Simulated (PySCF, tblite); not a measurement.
Breaking a bond: HI, singlet. Each curve is given relative to its own lowest point near equilibrium.

| R / Å | A | B | C |
|---|---|---|---|
| 1.21 | 76.1 | 74.3 | 85.3 |
| 1.28 | 46.1 | 44.6 | 44.4 |
| 1.37 | 21.3 | 20.2 | 16.2 |
| 1.46 | 7.5 | 6.9 | 3.9 |
| 1.52 | 2.6 | 2.3 | 0.7 |
| 1.57 | 0.6 | 0.4 | 0.0 |
| 1.61 | 0.0 | 0.0 | 0.3 |
| 1.66 | 0.3 | 0.5 | 1.5 |
| 1.71 | 1.6 | 1.9 | 3.4 |
| 1.78 | 4.6 | 5.0 | 6.8 |
| 1.85 | 8.6 | 9.1 | 10.7 |
| 1.99 | 18.6 | 18.8 | 19.5 |
| 2.15 | 31.1 | 30.3 | 30.0 |
| 2.44 | 52.6 | 48.4 | 48.4 |
| 2.66 | 62.7 | 58.1 | 60.7 |
| 2.90 | 69.9 | 64.8 | 71.7 |
| 3.18 | 75.0 | 68.5 | 81.1 |
| 3.57 | 78.4 | 69.6 | 88.1 |
| 3.94 | 79.5 | 68.9 | — |
| 4.37 | 79.8 | 67.7 | — |
| 4.78 | 79.9 | 66.8 | — |
| 5.64 | 80.0 | 65.6 | — |
| 6.51 | 80.0 | 65.1 | — |

Energies in kcal/mol.

Which curve belongs to which method? The methods are GFN2-xTB, 300 K electronic temperature run with tblite; CCSD(T) on RHF/def2-SVP, 4 core orbitals frozen, def2 effective core potentials past Kr run with PySCF; unrestricted TPSSh/def2-SVP, def2 effective core potentials past Kr (PySCF 2.14.0).

A is UKS-TPSSh; B is RCCSD(T); C is GFN2-xTB.

A dash means that the run gave no value there, or that the column was ended at a point which the program doubted or which failed a test of continuity chosen for this set; such a test can also cut sound points.

The unrestricted determinant behind UKS-TPSSh is spin-contaminated at 2.44 to 6.51 Å (<S²> up to 1.0, against 0.00 for a pure singlet).
